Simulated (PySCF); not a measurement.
Name the molecule from its bond curve

A diatomic of charge 0 contains Ga. Its quartet curve at PBE0 in a triple-zeta basis (spin-free X2C with a Gaussian nucleus, PySCF), in eV from the separated fragments:

R (Å), E (eV) and a bar:
```
    1.720     -2.644 ##########################
    1.800     -3.017 ############
    1.880     -3.221 ####
    1.940     -3.293 #
    2.000     -3.313 
    2.060     -3.293 #
    2.140     -3.221 ####
    2.240     -3.080 #########
    2.360     -2.867 ##################
    2.520     -2.550 ##############################
```

The fit gives ωe = 545 cm⁻¹ and the rotational constant Bₑ = 0.4134 cm⁻¹.

Task: Which atom is the partner?

Result: The minimum lies at 1.997 Å, so the reduced mass is 16.8576 u Å² cm⁻¹/(Bₑ·Re²) = 10.23 u. With Ga at 68.93 u the partner weighs about 12.0 u: C. The molecule is GaC.

Spin–orbit coupling is left out. The state was picked by a PBE0 search and need not be the measured ground state.
